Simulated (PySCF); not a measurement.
Structure from NMR data

An unknown has the formula C$_{7}$H$_{4}$F$_{4}$. Its calculated NMR data are:

1H NMR (500 MHz, computed): δ 7.77 (ddd, J = 8.7, 6.5, 1.5 Hz, 1H), 7.61 (m, 1H), 7.29 (t, J = 8.5 Hz, 1H), 7.19 (dd, J = 10.3, 9.3 Hz, 1H).

13C{1H} NMR (computed): δ 172.8 (C, dq, J = 325.9, 1.9 Hz), 140.5 (CH, d, J = 5.6 Hz), 137.9 (C, q, J = 337.2 Hz), 134.5 (CH, q, J = 4.7 Hz), 130.0 (CH), 129.2 (C, qd, J = 35.4, 9.7 Hz), 123.5 (CH, d, J = 17.6 Hz).

[PySCF: structure optimised with PBE0-D3(BJ)/def2-SVP; B3LYP/pcJ-1 coupling constants (spin–dipole term only in couplings to heteroatoms); shieldings: GIAO PBE/pcSseg-2; no relativistic terms; rapidly exchanging positions averaged; one conformer; in vacuum]

δ = σ(ref) − σ, references computed at the same level: 1H, 13C against TMS.

Question: Deduce the structure.

Answer: 
1. The formula gives 4 degrees of unsaturation (1 ring in the answer).
2. 7 carbon signals for 7 carbons: no two carbons are equivalent.
3. Carbon types of the structure: 3 × C, 4 × CH, which accounts for all hydrogens.
4. δC 172.8: aromatic carbon bearing fluorine; the electronegative substituent deshields the carbon that carries it.
5. δC 140.5, 134.5, 130.0, 123.5: aromatic CH.
6. δC 137.9: CF3 carbon; 3 electronegative neighbours deshield it.
7. δC 129.2: substituted aromatic carbon.
8. δH 7.77, 7.61, 7.29, 7.19: hydrogen on an aromatic CH; ring-current deshielding.
9. The protons at 7.29 and 7.77 share a coupling of 8.7 Hz (vicinal, an ortho-type coupling).

Structure: SMILES c1c(F)c(C(F)(F)F)ccc1.

The data come from this structure; uniqueness wasn't tested.

C–F couplings over four or more bonds (about 3 Hz to the para carbon of a fluoroarene) are left out. Common functionals overestimate the size of one-bond C–F couplings by tens of Hz; these are unscaled. Multiplet labels drop couplings under 1 Hz and merge nearly equal ones. Unscaled 3J(H,H) at this level run about 10 % above measured values. Shifts are as computed, not scaled to solution data. Of 1313 compounds with measured shifts, 239 miss one by over three times the rms of a fit or turn the order of signals round; such compounds aren't used in these exercises.
